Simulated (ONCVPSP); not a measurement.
fluorine: what ONCVPSP 4.0.1 does with a changed input

Command:

```bash
oncvpsp.x < F.dat > F.out
```

Input:

```
# ATOM AND REFERENCE CONFIGURATION
# atsym  z   nc   nv     iexc    psfile
  F 9.00    1    2        4      upf
#
#   n    l    f
    1    0    2.00
    2    0    2.00
    2    1    3.00
#
# PSEUDOPOTENTIAL AND OPTIMIZATION
# lmax
    2
#
#   l,   rc,      ep,       ncon, nbas, qcut
    0    0.75    0.00    4    7   11.20
    1    1.70    0.00    4    7    6.80
    2    1.80    0.00    4    9    6.20
#
# LOCAL POTENTIAL
# lloc, lpopt,  rc(5),   dvloc0
    0    5    0.75    0.00
#
# VANDERBILT-KLEINMAN-BYLANDER PROJECTORs
# l, nproj, debl
    0    0    2.60
    1    2    3.30
    2    2    0.90
#
# MODEL CORE CHARGE
# icmod, fcfact, rcfact
    3    5.50    1.05
#
# LOG DERIVATIVE ANALYSIS
# epsh1, epsh2, depsh
   -4.00    5.00    0.02
#
# OUTPUT GRID
# rlmax, drl
    6.00    0.01
#
# TEST CONFIGURATIONS
# ncnf
    4
# nvcnf
#   n    l    f
    2
    2    0    2.00
    2    1    5.00
#
    2
    2    0    2.00
    2    1    4.00
#
    2
    2    0    2.00
    2    1    2.00
#
    2
    2    0    2.00
    2    1    4.50
#
```

This is an input that runs to its end, with one change: ep of the empty channel l = 2 set to 0.00 Ha.

Q: How does the run end?

A: The program runs through. Ghost flags: none; the largest excitation error among the 4 tests with output is 936 meV, as for the unchanged input.

```

Test configuration 4

   n   l     f        eae           eps        diff
   1   0  2.0000  -24.73357002
   2   0  2.0000   -1.40406893   -1.40209263    1.98D-03
   2   1  4.5000   -0.70677430   -0.72873034   -2.20D-02

    Total energies and differences
      AE_ref= -9.76211871D+01  AE_tst= -9.94671589D+01  dif= -1.85D+00
      PS_ref= -2.14007108D+01  PS_tst= -2.32709028D+01  dif= -1.87D+00
      PSP excitation error=  2.42D-02
```
